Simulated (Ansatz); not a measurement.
Basis-set extrapolation for CH$_{7}$BN$_{2}$O (PBE0-D4/def2-TZVP geometry, frozen core, Ansatz). Multiplicity 1, RHF reference.

```tsv
	def2-TZVPP	def2-QZVPP
HF	-250.532344	-250.544055
MP2 correlation	-0.949355	-1.016637
CCSD(T) correlation	-1.020019	not run
```

Energies in hartree. Use E(X) = E(∞) + A·exp(−7.88·√X) for Hartree–Fock and E(X) = E(∞) + B·X^(−2.97) for correlation, with X = 3 and 4, and add CCSD(T) minus MP2 of the smaller set to the MP2 limit.

Problem. What is the CCSD(T) energy at the basis-set limit?

Solution. HF limit: -250.544055 + (-0.011711) × 0.13774 = -250.54567. MP2 limit: -1.016637 + (-0.067282) × 0.74074 = -1.06648. Higher-order term: -1.020019 − (-0.949355) = -0.07066. Total: -251.68281 hartree, 342.5 kJ/mol below CCSD(T)/def2-TZVPP.
